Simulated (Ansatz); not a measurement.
Two structures, one formula

Two relaxed structures of AlSiH3SO, closed shell (PBE0-D4/def2-TZVP; forces vanish, vibrations not checked).

A:

O1  (0.256, 0.464, -0.269)
Si2  (0.281, 2.094, -0.363)
Al3  (0.338, -1.221, -0.305)
S4  (-0.701, -2.206, -1.941)
H5  (-0.324, -3.424, -1.515)
H6  (-0.984, 2.371, 0.481)
H7  (1.140, -2.005, 0.796)
(Å)

B:

O1  (-1.238, -0.296, -0.782)
Si2  (-0.105, 0.393, 0.153)
Al3  (-2.350, -1.120, -1.778)
S4  (1.523, -0.995, 0.259)
H5  (-0.639, 0.659, 1.513)
H6  (0.356, 1.675, -0.440)
H7  (2.270, -0.198, 1.043)
(Å)

Program: Ansatz 0.2.0. Basis: def2-TZVPP. Cores are frozen in the correlated methods. B3LYP uses VWN-RPA correlation.

Which structure is lower at CCSD(T), and by how much? (Judge from chemistry; the value comes from the calculation.)

The calculation gives: B, by 87.2 kJ/mol (electronic energy, against the other). By their contacts, A is AlSiH₃SO ([SiH][O][AlH][SH]) and B is AlSiH₃SO ([Al][O][SiH2][SH]).

All methods give the same order:

```json
{"method": "PBE-D4", "E(B) − E(A) (kJ/mol)": "-91.8"}
{"method": "r2SCAN-D4", "E(B) − E(A) (kJ/mol)": "-87.7"}
{"method": "PBE0-D4", "E(B) − E(A) (kJ/mol)": "-96.4"}
{"method": "B3LYP-D4", "E(B) − E(A) (kJ/mol)": "-91.2"}
{"method": "wB97M-V", "E(B) − E(A) (kJ/mol)": "-90.6"}
{"method": "HF", "E(B) − E(A) (kJ/mol)": "-89.0"}
{"method": "MP2", "E(B) − E(A) (kJ/mol)": "-92.4"}
{"method": "CCSD", "E(B) − E(A) (kJ/mol)": "-87.8"}
{"method": "CCSD(T)", "E(B) − E(A) (kJ/mol)": "-87.2"}
```

T1 diagnostic: at most 0.015. The restricted Hartree–Fock reference is unstable towards an unrestricted one at one or more of these structures.

Labels in which every atom is bracketed show which atoms are joined, not bond orders.

For scale, one of the runs: CCSD(T)/def2-TZVPP, 199 basis functions, launched by `ansatz run in.yaml --threads 2 --pin off --events-out ev --progress --plain --max-ram 4352MiB`. Hardware: 2 CPU threads of an Arm Neoverse V2, shared host. Wall time 40 s; peak host memory 2.1 GiB.
